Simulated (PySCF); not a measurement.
AlCl2I.
Cartesian coordinates in Å at the PBE0-D3(BJ)/def2-SVP level; atoms count from 1:
```
atom  x, y, z in Å
Al1    0.0393    0.0699   -0.0018
Cl2    2.1229    0.0563    0.0161
Cl3   -0.9571    1.9007   -0.0230
I4    -1.2051   -2.0268    0.0086
```

Method: TDDFT wB97X-D/def2-SVPD, vertical, gas phase, core orbitals frozen in the response, def2 core potentials past Kr (PySCF 2.14.0, density-fitted response routines). Spin–orbit coupling is left out.

Transition dipole moments from the ground state, in atomic units and in the frame of the coordinates above (overall signs are arbitrary), for the states with f of 0.002 or more among the lowest 11:

```
state  E (hartree)      μx      μy      μz
   S1       0.2032   0.315  -0.188   0.004
   S2       0.2088   0.006   0.002  -0.395
   S4       0.2267   0.262   0.440   0.003
   S6       0.2584   0.281  -0.168   0.002
   S9       0.2656   0.660   1.111  -0.005
  S10       0.2781   0.436  -0.266   0.006
  S11       0.2812  -0.581   0.342  -0.007
```

Problem. Work out the oscillator strengths.

Solution. f = (2/3) ΔE |μ|² with ΔE in hartree (27.2114 eV).

```tsv
state	|μ|² (au)	|μ| (D)	f
S1	0.135	0.93	0.018
S2	0.156	1.00	0.022
S4	0.262	1.30	0.040
S6	0.107	0.83	0.018
S9	1.670	3.29	0.296
S10	0.261	1.30	0.048
S11	0.454	1.71	0.085
```

Problem. All atoms lie in one plane. Which transitions are polarised in it and which across it?

Solution. In the plane: S1, S4, S6, S9, S10 and S11. Perpendicular: S2. In-plane polarisation joins two orbitals of the same parity under reflection in the plane (π with π, or σ with σ, in-plane lone pairs counted as σ); perpendicular polarisation joins orbitals of opposite parity.

Problem. Which bond between heavy atoms lies closest to the direction of the S9 transition dipole?

Solution. Al1–I4, at 0° from it; next Al1–Cl3 and Al1–Cl2 at 59°.

Problem. What angle do the transition dipoles of S1 and S11 make?

Solution. |cos θ| = |μa·μb| / (|μa| |μb|) = 1.00, so θ ≈ 0° (taken between 0 and 90°, since the signs are arbitrary).

Problem. What peak molar absorption coefficient would the strongest computed level give as a lone Gaussian band 0.4 eV wide at half height?

Solution. ε(max) = 2.175×10⁸ f / FWHM, with the width in cm⁻¹. S9: 2.175×10⁸ × 0.2958 / 3226 ≈ 20000 L mol⁻¹ cm⁻¹.

The vertical ionisation energy (ΔSCF) is 10.48 eV, 2.83 eV above S11.
